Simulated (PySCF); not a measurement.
SMILES C[CH2][SnH2][Cl] (C₂H₇ClSn) at its PBE0/def2-SVP optimised geometry (Å):

```
11

Sn    -1.5747     0.2677     0.0000
Cl    -2.1878    -0.7178     2.0677
C      0.5792     0.2677     0.0000
C      1.1789    -1.1057     0.2661
H     -2.2568    -0.7426    -1.2058
H     -2.2794     1.8297     0.0000
H      0.8991     0.6729    -0.9744
H      0.8870     0.9982     0.7647
H      0.9123    -1.8297    -0.5201
H      2.2794    -1.0581     0.3063
H      0.8289    -1.5182     1.2249
```

Method: PBE0/def2-TZVP, def2 effective core potentials past Kr (PySCF 2.14.0). The core electrons that the potentials of Sn replace are not part of the density.

Map of the electron localisation function on the plane z = 0.8 Å:

```
|                               |
|                               |
|                               |
|                               |
|      :--:.                    |
|    :*%@@%+.                   |
|   .*@@@@@%-                   |
|   =@@@@@@%=     .--.          |
|  .+@@@@@@%=.   :*%%*-         |
|   =%@@@@@#-.  .*@@@@#:        |
|   .=#%@%#+-.  -%@@@@%=        |
|    .-+*=-:::::=@@@@@%=        |
|     .:::.:::--+%@@@@#:        |
|     ....::::-++%@@@%-         |
|     ....:-:.-++*##*-          |
|    ..::..:..-+==++-.  ...     |
|   ..:--:....:---=+=--=#%#+.   |
|   .:-=+=-:.....:+++=*%@@@%-   |
|   .:-=++=-:.  .=*#**%@@@@@+   |
|   .:-=++=-.   :#@@%*#@@@@@+   |
|   .:--==-:.   =%@@@**%@@@%=   |
|    .::--:.    =%@@%*=+#%%*.   |
|     ......    -*##*-:.-==.    |
|               .-==-.          |
|                 ...           |
|                               |
|                               |
|                               |
|                               |
|                               |
|                               |
```
Scale: ten equal steps from 0.000 (start of ' ') to 1.000 (end of '@'), in the order ' .:-=+*#%@'; x runs from -4.50 to 4.50, y from -4.50 (bottom) to 4.50 (top).
